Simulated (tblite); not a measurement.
Species: C3H11ClGeSi2.
Numbering: `[CH3:1][C@@H:2]1[SiH2:3][GeH2:4][Si@@H:5]1[CH2:6][Cl:7]` (hydrogens: H8, H9, H10 on C1; H11 on C2; H12, H13 on Si3; H14, H15 on Ge4; H16 on Si5; H17, H18 on C6)

Computed with GFN2-xTB (tblite), gas phase: L-BFGS steps from a force-field or distance-geometry start until the largest atomic force falls under 0.01 eV/Å.

Step 1: E = -596.3622 eV
```
atom  x, y, z in Å  |  force x, y, z in eV/Å
C1     -1.6564   -0.4008   -1.0734   -0.148  -0.143   0.008
C2     -1.0001   -0.6377    0.2803    0.037   0.082  -0.004
Si3    -1.1586    0.8765    1.4384   -0.303   0.470   0.424
Ge4     1.1382    1.0862    1.5770    0.206   0.132   0.218
Si5     0.9055   -0.7459    0.1963    0.532  -0.211   0.292
C6      1.5667   -0.3582   -1.5283   -0.137  -0.104  -0.119
Cl7     3.3480   -0.3277   -1.4481   -0.270   0.017  -0.053
H8     -2.7364   -0.3003   -0.9335    0.121  -0.038  -0.229
H9     -1.4497   -1.2497   -1.7349   -0.178   0.284  -0.026
H10    -1.2812    0.5257   -1.5352   -0.146  -0.424   0.130
H11    -1.4018   -1.5316    0.7690   -0.114   0.063  -0.283
H12    -1.7682    0.5035    2.7106   -0.282   0.043  -0.007
H13    -1.7669    2.0171    0.7514   -0.275  -0.087   0.047
H14     1.6877    2.3224    0.8577    0.228  -0.167   0.591
H15     1.6827    0.7096    2.9696    0.185   0.548  -0.439
H16     1.4150   -1.9792    0.7723    0.094  -0.384  -0.159
H17     1.2531   -1.1273   -2.2271    0.221   0.139  -0.260
H18     1.2137    0.6238   -1.8538    0.230  -0.220  -0.131
```

Step 2: E = -596.4326 eV
```
atom  x, y, z in Å  |  force x, y, z in eV/Å
C1     -1.6636   -0.4054   -1.0751    0.238  -0.029   0.283
C2     -1.0005   -0.6392    0.2811    0.241   0.462   0.010
Si3    -1.1698    0.8926    1.4528    0.145   0.024   0.041
Ge4     1.1459    1.0908    1.5842   -0.147  -0.017   0.005
Si5     0.9232   -0.7539    0.2058    0.074   0.105   0.112
C6      1.5619   -0.3615   -1.5342    0.003  -0.116   0.238
Cl7     3.3398   -0.3272   -1.4496   -0.124   0.010  -0.054
H8     -2.7306   -0.3016   -0.9405   -0.281  -0.022  -0.127
H9     -1.4550   -1.2401   -1.7347   -0.108  -0.041  -0.202
H10    -1.2856    0.5127   -1.5312   -0.059  -0.169   0.016
H11    -1.4042   -1.5277    0.7595   -0.175  -0.121  -0.122
H12    -1.7760    0.5049    2.7094   -0.366   0.012   0.183
H13    -1.7745    2.0137    0.7531   -0.348   0.075  -0.018
H14     1.6942    2.3172    0.8752    0.278  -0.064   0.516
H15     1.6878    0.7258    2.9562    0.270   0.486  -0.217
H16     1.4172   -1.9896    0.7672    0.171  -0.510  -0.093
H17     1.2602   -1.1219   -2.2336    0.095  -0.083  -0.405
H18     1.2209    0.6164   -1.8573    0.090  -0.002  -0.168
```

Step 3: E = -596.4869 eV
```
atom  x, y, z in Å  |  force x, y, z in eV/Å
C1     -1.6659   -0.4094   -1.0718    0.295   0.015   0.327
C2     -0.9970   -0.6338    0.2827    0.255   0.441   0.093
Si3    -1.1764    0.9063    1.4653    0.321  -0.232  -0.166
Ge4     1.1493    1.0943    1.5899   -0.351  -0.087  -0.148
Si5     0.9387   -0.7587    0.2156   -0.207   0.162   0.013
C6      1.5580   -0.3665   -1.5353    0.045  -0.121   0.284
Cl7     3.3312   -0.3266   -1.4517    0.038  -0.001  -0.039
H8     -2.7307   -0.3030   -0.9482   -0.387  -0.026  -0.029
H9     -1.4611   -1.2335   -1.7382   -0.043  -0.228  -0.230
H10    -1.2899    0.4997   -1.5279    0.035   0.095  -0.094
H11    -1.4088   -1.5257    0.7493   -0.122  -0.095  -0.040
H12    -1.7890    0.5063    2.7118   -0.373   0.012   0.237
H13    -1.7870    2.0125    0.7542   -0.358   0.142  -0.031
H14     1.7045    2.3120    0.8986    0.315   0.043   0.421
H15     1.6971    0.7476    2.9418    0.345   0.407   0.018
H16     1.4221   -2.0070    0.7613    0.172  -0.459  -0.096
H17     1.2677   -1.1189   -2.2458    0.026  -0.157  -0.375
H18     1.2283    0.6105   -1.8632   -0.008   0.089  -0.144
```

Step 4: E = -596.5498 eV
```
atom  x, y, z in Å  |  force x, y, z in eV/Å
C1     -1.6663   -0.4149   -1.0630    0.191   0.068   0.140
C2     -0.9889   -0.6222    0.2881    0.124   0.194   0.138
Si3    -1.1807    0.9212    1.4798    0.245  -0.387  -0.281
Ge4     1.1476    1.0977    1.5947   -0.435  -0.114  -0.241
Si5     0.9562   -0.7640    0.2295   -0.410   0.022  -0.098
C6      1.5529   -0.3757   -1.5339    0.045  -0.087   0.119
Cl7     3.3212   -0.3259   -1.4551    0.227  -0.020  -0.006
H8     -2.7362   -0.3057   -0.9590   -0.277  -0.046   0.099
H9     -1.4699   -1.2285   -1.7463    0.024  -0.303  -0.098
H10    -1.2947    0.4853   -1.5258    0.113   0.334  -0.181
H11    -1.4160   -1.5224    0.7340   -0.004   0.008   0.069
H12    -1.8133    0.5086    2.7187   -0.291   0.056   0.153
H13    -1.8105    2.0130    0.7554   -0.292   0.109   0.024
H14     1.7249    2.3062    0.9381    0.343   0.183   0.267
H15     1.7166    0.7848    2.9237    0.409   0.290   0.296
H16     1.4314   -2.0379    0.7508    0.110  -0.240  -0.149
H17     1.2786   -1.1168   -2.2680   -0.025  -0.147  -0.196
H18     1.2381    0.6036   -1.8733   -0.098   0.079  -0.054
```

Question: Estimate the geometry and energy of step 5. (The exact step hangs on the optimiser's Hessian estimate; all steps are aligned on step 4, rigid shifts and turns removed.)

Answer: E = -596.5897 eV, largest force 0.541 eV/Å
```
atom  x, y, z in Å  |  force x, y, z in eV/Å
C1     -1.6650   -0.4175   -1.0565    0.054   0.121  -0.098
C2     -0.9826   -0.6134    0.2941   -0.046  -0.041   0.049
Si3    -1.1814    0.9258    1.4858   -0.023  -0.335  -0.238
Ge4     1.1401    1.0985    1.5943   -0.262  -0.071  -0.134
Si5     0.9620   -0.7689    0.2375   -0.387  -0.147  -0.179
C6      1.5497   -0.3834   -1.5328    0.049  -0.041  -0.068
Cl7     3.3185   -0.3258   -1.4574    0.265  -0.035   0.019
H8     -2.7428   -0.3084   -0.9645   -0.057  -0.058   0.163
H9     -1.4754   -1.2295   -1.7523    0.052  -0.223   0.081
H10    -1.2960    0.4810   -1.5273    0.099   0.331  -0.161
H11    -1.4203   -1.5190    0.7247    0.067   0.068   0.146
H12    -1.8342    0.5114    2.7250   -0.181   0.103   0.010
H13    -1.8310    2.0145    0.7571   -0.194   0.006   0.101
H14     1.7445    2.3056    0.9693    0.316   0.225   0.169
H15     1.7369    0.8148    2.9166    0.365   0.228   0.328
H16     1.4391   -2.0618    0.7407    0.041  -0.043  -0.193
H17     1.2859   -1.1170   -2.2853   -0.033  -0.091  -0.023
H18     1.2433    0.5994   -1.8806   -0.125   0.004   0.029
```

The energy changes by -0.0398 eV. The first-order estimate −F·Δx gives -0.0551 eV and the mean of the old and new forces, exact on a quadratic surface, -0.0399 eV. The step makes an angle of 61° with the force vector and moves no atom by more than 0.037 Å.

The cost below is that of the whole relaxation. The run took 1.0 s wall on one thread of an Arm Neoverse N1, shared host.
